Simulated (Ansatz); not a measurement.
This geometry of Cl2F2H2OZr (8 atoms, charge 0, multiplicity 1) is a first-order saddle point.

Computed with RKS PBE0/def2-SVP (Ansatz 0.2.0).

```xyz
8
Properties=species:S:1:pos:R:3
Zr 0.172 0.383 -0.083
Cl -0.874 0.625 2.538
F 1.428 0.440 -1.493
Cl -1.675 1.518 -0.991
F -0.063 -1.484 0.111
O 1.348 1.382 1.226
H 2.221 1.787 1.230
H 0.381 1.195 2.275
```

**Question.** Which two structures does it join? (They come from a converged band through this point; their orientation in space is the band's.)

**Answer.** Bonds broken: O6–H8. Bonds formed: Cl2–H8.

Image 0:

```xyz
8
Properties=species:S:1:pos:R:3
Zr -0.065 0.106 0.140
Cl -0.578 -0.298 2.435
F 1.715 0.046 -0.545
Cl -1.484 1.641 -0.937
F -0.651 -1.548 -0.562
O 1.055 1.889 1.185
H 1.984 2.019 0.955
H 0.962 1.990 2.142
```

Image 6:

```xyz
8
Properties=species:S:1:pos:R:3
Zr 0.265 0.389 -0.149
Cl -0.960 0.590 2.601
F 1.400 0.362 -1.660
Cl -1.642 1.546 -0.921
F 0.039 -1.460 0.216
O 1.394 1.382 1.113
H 2.234 1.850 1.121
H 0.206 1.187 2.491
```

**Question.** How far does it lie above each of them?

**Answer.** 0.92 eV above the first and 0.02 eV above the second. This is the barrier of this one path; another mechanism may lie lower. The orbitals stay closed-shell, which can raise the energy where a bond breaks towards radicals; this wasn't checked here.

Run time: 3.3 min on 4 threads of Arm Neoverse V2, on a shared host, peak memory 0.31 GiB.
